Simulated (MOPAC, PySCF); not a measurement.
[Cd(CH3)(OH)], neutral singlet in the gas phase. 

Cartesian coordinates (Å):
```xyz
7

Cd    -0.0052    -0.0591     0.1009
C      1.4262     1.2081     0.9364
H      1.3433     2.2149     0.5000
H      2.4378     0.8227     0.7393
H      1.2835     1.2824     2.0248
O     -1.4162    -1.1560    -0.7369
H     -1.2956    -2.0993    -0.5636
```
Charge 0, multiplicity 1.

All levels are single points at this geometry (r2SCAN-D4/def2-SVP); Pople sets use spherical d functions. Orbital energies aren't observables, and empty levels follow the basis.

```csv
level,HOMO (eV),LUMO (eV),gap (eV),dipole (D),"vertical IE, Delta-SCF (eV)"
B3LYP-D3(BJ)/def2-TZVP in PySCF,-7.34,-0.88,6.46,2.27,–
PBE-D3(BJ)/def2-TZVP in PySCF,-6.00,-1.35,4.65,2.14,–
TPSSh-D3(BJ)/def2-TZVP in PySCF,-6.69,-0.86,5.83,2.18,–
B3LYP/6-311+G** (LANL2DZ on Cd) in PySCF,-7.29,-1.14,6.15,2.49,–
B3LYP/6-31G* (LANL2DZ on Cd) in PySCF,-6.75,-0.51,6.24,2.11,9.36
BP86/6-31G* (LANL2DZ on Cd) in PySCF,-5.50,-1.09,4.41,1.99,–
HF/6-31G* (LANL2DZ on Cd) in PySCF,-10.39,1.81,12.20,2.33,–
PM6 in MOPAC,-9.98,1.07,11.05,3.05,–
PM7 in MOPAC,-10.82,0.20,11.01,3.27,–
```
